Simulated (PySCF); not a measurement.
# Spinor energies of Re⁵⁶⁺ (rhenium, charge +56)

Start: [Ar] 3d1; 3d5/2 filled at m_j = +5/2. Calculated with PySCF 2.14 in an even-tempered Gaussian basis (15 s from 16 bohr⁻², ratio 2.8; 12 p from 21 bohr⁻², ratio 2.8; 8 d from 21 bohr⁻², ratio 2.8; 3 f from 65 bohr⁻², ratio 3): generalised Hartree-Fock with the X2C-1e Hamiltonian and a Gaussian nucleus; one run each with spin-orbit coupling (SO) screened by Boettger's factors, then bare. This is a chosen level, not necessarily the ground level.

```tsv
spinor shell	electrons	ε, screened SO (eV)	ε, bare SO (eV)	weight of nominal j (bare SO)	rms radius, bare SO (bohr)
1s1/2	2	-76081.3	-76080.2	1.000	0.0204
2s1/2	2	-16546.6	-16546.4	1.000	0.0816
2p1/2	2	-16009.1	-16043.6	1.000	0.0690
2p3/2	4	-14545.5	-14534.7	1.000	0.0765
3s1/2	2	-6379.8	-6379.8	1.000	0.200
3p1/2	2	-6158.8	-6167.5	1.000	0.190
3p3/2	4	-5789.5	-5786.7	1.000	0.203
3d5/2	1	-5449.8	-5444.9	1.000	0.176
```

```tsv
quantity	screened SO	bare SO
E (hartree)	-13542.30215	-13543.33592
M_J	5/2	5/2
⟨J²⟩	8.751	8.751
⟨L²⟩	6.060	6.064
⟨S²⟩	0.810	0.813
```

Each row is a mean over spinors that exchange with the open shell spreads, by up to 27.857 eV (3p3/2).

Breit and QED terms are absent; they matter most for the inner s and p1/2 levels.

Densities and radii are taken from the X2C orbitals without a picture-change correction, which distorts them close to the nucleus.
